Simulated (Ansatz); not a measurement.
Consider the homolysis of the N–Si bond: `O[SiH2]N[SiH2]Cl` → `[NH][SiH2]Cl`• + `O[SiH2]`•.

Computed with Ansatz on PBE0-D4/def2-TZVP structures; ΔE is electronic, products minus reactants. CCSD(T)/CBS adds triple-zeta CCSD(T) − MP2 to the extrapolated MP2 energy (def2 sets, frozen cores). This one scheme is used for every species. DFT in def2-TZVPP. B3LYP here is the variant with VWN-RPA as its local correlation; programs differ in this. Open shells (•) are unrestricted, without spin–orbit coupling. One conformer a species, not always the lowest.

| level | ΔE (eV) | difference from CCSD(T)/CBS |
| --- | --- | --- |
| PBE-D4 | 5.04 | -0.36 |
| r2SCAN-D4 | 4.98 | -0.42 |
| PBE0-D4 | 5.12 | -0.28 |
| B3LYP-D4 | 5.08 | -0.32 |
| ωB97X-V | 5.29 | -0.11 |
| ωB97M-V | 5.36 | -0.04 |
| B2PLYP | 5.15 | -0.25 |
| PBE | 4.93 | -0.47 |
| r2SCAN | 4.95 | -0.45 |
| PBE0 | 5.02 | -0.38 |
| B3LYP | 4.91 | -0.49 |
| HF/def2-TZVPP | 4.07 | -1.33 |
| MP2/def2-TZVPP | 5.56 | 0.16 |
| SCS-MP2/def2-TZVPP | 5.45 | 0.05 |
| CCSD/def2-TZVPP | 5.17 | -0.23 |
| CCSD(T)/def2-TZVPP | 5.26 | -0.14 |
| HF/def2-QZVPP | 4.07 | -1.33 |
| MP2/def2-QZVPP | 5.65 | 0.25 |
| SCS-MP2/def2-QZVPP | 5.54 | 0.14 |
| HF/CBS(def2) | 4.07 | -1.33 |
| MP2/CBS(def2) | 5.71 | 0.31 |
| CCSD/CBS(def2) | 5.31 | -0.09 |
| CCSD(T)/CBS | 5.40 | 0 |

Largest T1 diagnostic among the species: 0.015.

From PBE to PBE0 (25 % exact exchange), in def2-TZVPP and without D4, ΔE moves by +0.09 eV. In def2-TZVPP, CCSD(T) changes the Hartree–Fock value by +1.19 eV (the triples alone add +0.09 eV) and MP2 by +1.49 eV; breaking electron pairs costs correlation energy, which Hartree–Fock lacks.
